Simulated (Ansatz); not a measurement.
`C#[C][Ti]([Cl])([Cl])[Cl]` + H₂S → `[SH][Ti]([Cl])([Cl])[Cl]` + `C#C` at 298.15 K and 1 bar (ligand exchange at a Ti–C bond).

Program: Ansatz. Geometries: PBE0-D4/def2-TZVP. ΔE: electronic, gas phase. CBS: MP2 limit from def2 TZ/QZ plus the TZ coupled-cluster correction, frozen cores. This one scheme is used for every species. For Ti outer-core shells are correlated without core-valence functions, which leaves a few kJ/mol of doubt a bond. Scalar relativity is left out up to krypton. Each species was taken in one conformer, which may not be the lowest.

```
                    species  CCSD(T)/CBS energy (Eh)  H − E (kJ/mol)  S (J/(mol·K))
`C#[C][Ti]([Cl])([Cl])[Cl]`              -2305.09363            84.7          390.3
                        H₂S               -398.97279            49.9          205.7
 `[SH][Ti]([Cl])([Cl])[Cl]`              -2626.86635            58.7          390.4
                      `C#C`                -77.22717            80.8          200.2
```

H − E and S are ideal-gas, rigid-rotor, harmonic terms from PBE0-D4/def2-TZVP, for one conformer and one mirror image of each species. 1 Eh = 2625.50 kJ/mol, R = 8.31446 J/(mol·K).

Task: By hand: ΔE, ΔH, ΔS and ΔG.

Result: ΔE = (-2626.86635) + (-77.22717) − (-2305.09363) − (-398.97279) = -0.02710 Eh = -71.2 kJ/mol. Δ(H − E) = 58.7 + 80.8 − 84.7 − 49.9 = 4.9, so ΔH = -66.3 kJ/mol. ΔS = 390.4 + 200.2 − 390.3 − 205.7 = -5.4 J/(mol·K). ΔG = -66.3 − 298.15 × (-5.4)/1000 = -64.7 kJ/mol.

Task: By hand: the equilibrium constant, and the temperature at which ΔG would vanish if ΔH and ΔS stayed fixed.

Result: log₁₀ K = −ΔG/(RT ln 10) = 11.3. ΔG = 0 at ΔH/ΔS = 12278 K, far beyond where these terms or the molecules hold.

The number of gas molecules stays the same, so ΔS is small and ΔH decides. A doubt of 5 kJ/mol in ΔE shifts log₁₀ K by 0.9 here. Other conformers and mirror images would add mixing entropy, several J/(mol·K) or more a flexible species. These are equilibria of isolated gas molecules and say nothing of rates. Largest T1 diagnostic: 0.026 (customary marks: 0.02 for closed shells, 0.045 for open ones).
